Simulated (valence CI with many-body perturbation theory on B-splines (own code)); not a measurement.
Level structure of Se28+

Computed by configuration interaction combined with many-body perturbation theory (CI+MBPT): four valence electrons over a frozen Dirac-Fock core [He], a basis of 11 s, 11 p, 9 d, 7 f, 5 g, 2 h, 1 i functions for each j, with the one-electron correlation potential Σ1, the two-electron term Σ2, the three-electron term Σ3, Breit, model QED; selected CI, second order for the rest (own B-spline code, finite nucleus).

No measured spectrum was set against this ion. As an estimate, large intervals hold to a few tenths of a per cent, small ones and those within an open d or f shell to about a per cent. Among the levels kept, up to 280 cm⁻¹ of a level comes from second order outside the variational space, and about a tenth of that is noise between levels of different J, which matters for small intervals.

Levels 46 to 90 of 115, with energies above the lowest level, (2s^2 2p1/2^2) J=0. "Leading %" is the weight of the configuration and term that name the level; weights of strongly mixed levels are sums over their largest components and can fall short. In the jj column 3d3/2^4 stands for four electrons in 3d with j = 3/2. Lifetimes count E1, E2, E3, M1 and M2 decay at the calculated energies, and are blank where another channel may lead or the interval is too uncertain; long ones can be off by a factor of two.

```csv
No.,Configuration,Term,J,E (eV),Leading %,Lifetime,g,Leading jj
46,2s2.2p.3d,1D°,2,1896.5,47,29.3 fs,1.046,2s^2 2p3/2 3d3/2 (61 %)
47,2s2.2p.3d,3F°,4,1897.3,97,347 ps,1.246,2s^2 2p3/2 3d5/2 (97 %)
48,2s.2p2.3p,5D°,2,1897.9,39,97.0 fs,1.547,2s 2p1/2^2 3p3/2 (62 %)
49,2s2.2p.3d,3D°,3,1900.4,54,16.9 fs,1.212,2s^2 2p3/2 3d3/2 (64 %)
50,2s.2p2.3p,3D°,1,1902.4,35,42.7 fs,1.147,2s 2p1/2^2 3p3/2 (63 %)
51,2s2.2p.3d,3P°,1,1903.1,61,17.9 fs,1.197,2s^2 2p3/2 3d3/2 (87 %)
52,2s2.2p.3d,3P°,0,1903.6,97,20.9 fs,,2s^2 2p3/2 3d3/2 (97 %)
53,2s2.2p.3d,3P°,2,1904.2,51,17.8 fs,1.328,2s^2 2p3/2 3d5/2 (70 %)
54,2s.2p2.3s,3P,2,1905.4,65,108 fs,1.376,2s 2p1/2 2p3/2 3s (82 %)
55,2s.2p2.3p,5P°,1,1909.8,43,160 fs,1.822,2s 2p1/2 2p3/2 3p1/2 (88 %)
56,2s2.2p.3d,1F°,3,1912.9,70,9.90 fs,1.079,2s^2 2p3/2 3d5/2 (66 %)
57,2s2.2p.3d,1P°,1,1915.0,72,15.1 fs,0.997,2s^2 2p3/2 3d5/2 (92 %)
58,2s.2p2.3p,5D°,2,1915.1,39,172 fs,1.498,2s 2p1/2 2p3/2 3p1/2 (84 %)
59,2s.2p2.3p,5D°,3,1922.5,83,31.4 ps,1.493,2s 2p1/2 2p3/2 3p3/2 (79 %)
60,2s.2p2.3d,5F,1,1926.3,69,250 fs,0.281,2s 2p1/2^2 3d3/2 (76 %)
61,2s.2p2.3p,5P°,1,1927.1,36,73.8 fs,1.695,2s 2p1/2 2p3/2 3p3/2 (93 %)
62,2s.2p2.3p,5P°,3,1927.2,46,154 fs,1.453,2s 2p1/2 2p3/2 3p1/2 (63 %)
63,2s.2p2.3s,3D,1,1927.4,82,110 fs,0.599,2s 2p1/2 2p3/2 3s (88 %)
64,2s.2p2.3d,5F,2,1928.2,49,115 fs,1.199,2s 2p1/2^2 3d3/2 (60 %)
65,2s.2p2.3s,3D,2,1930.2,54,108 fs,1.181,2s 2p1/2 2p3/2 3s (87 %)
66,2s.2p2.3p,3D°,2,1932.7,59,64.5 fs,1.396,2s 2p1/2 2p3/2 3p3/2 (89 %)
67,2s.2p2.3d,5D,3,1934.3,33,37.5 fs,1.407,2s 2p1/2^2 3d5/2 (73 %)
68,2s.2p2.3p,5D°,4,1937.5,78,47.8 ps,1.440,2s 2p1/2 2p3/2 3p3/2 (79 %)
69,2s.2p2.3p,5S°,2,1937.5,48,199 fs,1.758,2s 2p1/2 2p3/2 3p1/2 (75 %)
70,2s.2p2.3p,3P°,0,1938.2,84,52.7 fs,,2s 2p1/2 2p3/2 3p3/2 (92 %)
71,2s.2p2.3s,3P,1,1939.5,52,127 fs,1.557,2s 2p1/2 2p3/2 3s (74 %)
72,2s.2p2.3s,3P,0,1939.7,84,108 fs,,2s 2p1/2 2p3/2 3s (77 %)
73,2s.2p2.3p,3P°,2,1945.3,62,61.1 fs,1.447,2s 2p1/2 2p3/2 3p3/2 (87 %)
74,2s.2p2.3s,3D,3,1946.1,76,86.8 fs,1.402,2s 2p3/2^2 3s (78 %)
75,2s.2p2.3d,3F,2,1946.2,42,28.1 fs,1.003,2s 2p1/2^2 3d5/2 (55 %)
76,2s.2p2.3p,3P°,1,1947.8,46,48.8 fs,1.403,2s 2p1/2 2p3/2 3p3/2 (74 %)
77,2s.2p2.3p,3D°,3,1948.8,46,65.2 fs,1.367,2s 2p1/2 2p3/2 3p3/2 (69 %)
78,2s.2p2.3s,1D,2,1955.2,50,128 fs,1.174,2s 2p3/2^2 3s (79 %)
79,2s.2p2.3d,5D,0,1957.2,91,530 fs,,2s 2p1/2 2p3/2 3d3/2 (96 %)
80,2s.2p2.3d,5D,1,1957.2,66,100 fs,1.325,2s 2p1/2 2p3/2 3d3/2 (93 %)
81,2s.2p2.3d,5F,2,1957.3,37,53.4 fs,1.271,2s 2p1/2 2p3/2 3d3/2 (89 %)
82,2s.2p2.3d,5F,4,1957.8,62,886 fs,1.386,2s 2p1/2 2p3/2 3d5/2 (92 %)
83,2s.2p2.3p,3F°,2,1958.8,59,145 fs,0.841,2s 2p1/2 2p3/2 3p1/2 (92 %)
84,2s.2p2.3d,5F,3,1958.9,58,34.4 fs,1.356,2s 2p1/2 2p3/2 3d3/2 (58 %)
85,2s.2p2.3p,3D°,1,1963.5,59,76.6 fs,0.793,2s 2p1/2 2p3/2 3p1/2 (84 %)
86,2s.2p2.3p,3P°,0,1968.3,62,100 fs,,2s 2p1/2 2p3/2 3p1/2 (75 %)
87,2s.2p2.3d,3F,2,1968.4,34,31.8 fs,1.227,2s 2p1/2 2p3/2 3d5/2 (90 %)
88,2s.2p2.3d,5D,4,1970.6,40,3.35 ps,1.354,2s 2p1/2 2p3/2 3d3/2 (50 %)
89,2s.2p2.3d,5F,5,1971.6,79,454 ps,1.354,2s 2p1/2 2p3/2 3d5/2 (78 %)
90,2s.2p2.3d,3F,3,1972.1,56,24.0 fs,1.277,2s 2p1/2 2p3/2 3d5/2 (49 %)
```

Where two levels of one J and parity lie close, their mixing, g and order are uncertain.
